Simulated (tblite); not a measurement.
Compound: C2H9PSi2 (charge -1 and doublet state).
Structure used (GFN2-xTB), in Å, numbered top down from 1:
```
atom  x, y, z in Å
C1     0.462   -2.624   -1.121
C2    -0.500   -1.734   -0.791
Si3   -0.446   -0.541    0.648
Si4    0.733    1.500    0.991
P5    -0.210    3.219   -0.128
H6     1.255   -2.870   -0.431
H7     0.480   -3.152   -2.066
H8    -1.238   -1.528   -1.567
H9    -1.882   -0.301    0.961
H10    0.079   -1.347    1.788
H11    1.490    2.376    1.982
H12    1.919    1.314    0.088
H13   -1.336    3.282    0.658
H14   -0.843    2.405   -1.034
```

The geometry is computed with GFN2-xTB (gas phase). This method treats the open shell by occupation alone, without spin polarisation.

Masses are those of the commonest isotopes; rigid-rotor values at the optimised geometry. The values belong to one conformer with, in the numbering `[CH2-:1][CH:2][SiH2:3][SiH2:4][PH2:5]`, H–C1–C2–Si3 14° and -167°, C1–C2–Si3–Si4 76°, C2–Si3–Si4–P5 77°, Si3–Si4–P5–H 70° and -22°.

(1) What are A, B and C (cm⁻¹)?

(2) Classify the top.

(3) Is it planar, by Δ = Ic − Ia − Ib?

(4) Give the other two planar moments, Paa and Pbb, and the rms extents of the mass along the axes.

(5) Estimate the classical rotational partition function at 200 K, 298.15 K and 500 K.

Results:

(1) Ia = 107.25, Ib = 560.31, Ic = 592.47 u·Å²; 505379 MHz·u·Å²/I gives 4712, 902.0 and 853.0 MHz, that is A = 0.15719, B = 0.03009, C = 0.02845 cm⁻¹.

(2) A near-prolate asymmetric top. Ray's parameter κ = (2B − A − C)/(A − C) = -0.975; −1 is the prolate and +1 the oblate limit.

(3) Not planar: Δ = Ic − Ia − Ib = -75.08 u·Å². For a rigid frame Δ = −2 Σ m c², so Σ m c² = 37.54 u·Å² lies off the ab plane: 13.63 from hydrogen and 23.91 from heavier atoms. The atom farthest from that plane is 2.09 Å away.

(4) Paa = Σ m a² = (Ib + Ic − Ia)/2 = 522.77 and Pbb = Σ m b² = (Ia + Ic − Ib)/2 = 69.71 u·Å². With the mass M = 120.00 u, the rms extents √(P/M) along a, b and c are 2.09, 0.76, 0.56 Å.

(5) Point group C1, symmetry number σ = 1; q = (√π/σ)·√((kT/h)³/(ABC)), k/h = 20836.6 MHz/K: 250000 at 200 K, 456000 at 298.15 K, 990000 at 500 K.

For this open shell read J as N, the rotation without spin; fine and hyperfine splittings come on top. Its GFN2-xTB frequencies are all real (lowest 32 cm⁻¹). Whether the extra electron is bound in the gas phase wasn't checked; a finite basis holds it in any case. Zero-point vibration and centrifugal distortion are left out.
